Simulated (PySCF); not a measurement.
Input for PySCF: R-MP2/6-31G* on CH4GeO (SMILES C[O][GeH]), a point of a torsion scan.

```python
from pyscf import gto, scf, dft, mp
from pyscf.data.elements import chemcore

mol = gto.M(
    atom='''
    C    -0.83637923   -0.20521354    0.09684868
    O     0.11012899    0.83233928    0.00746371
    Ge    1.83546309    1.08055805    0.07889273
    H    -0.39027919   -1.16941700   -0.15930351
    H    -1.65524732    0.00710794   -0.59463848
    H    -1.23214229   -0.25005202    1.11389047
    H     2.33240809   -0.43386413   -0.51584148
    ''',
    basis='6-31g*',
    cart=True,
    charge=0, spin=0, verbose=3, max_memory=1800)
mf = scf.RHF(mol)
mf.conv_tol = 1e-8
mf.max_cycle = 100
mf.kernel()
if not mf.converged:
    mf = mf.newton().run(mf.mo_coeff, mf.mo_occ)
pt = mp.MP2(mf, frozen=chemcore(mol)).run()
```

The log:

```
converged SCF energy = -2190.10532512843
E(RMP2) = -2190.66067492017  E_corr = -0.555349791734079
E(SCS-RMP2) = -2190.63656415476  E_corr = -0.531239026331947
```

The calculation finished and met its thresholds.

Cost: roughly 1.5 core-seconds.
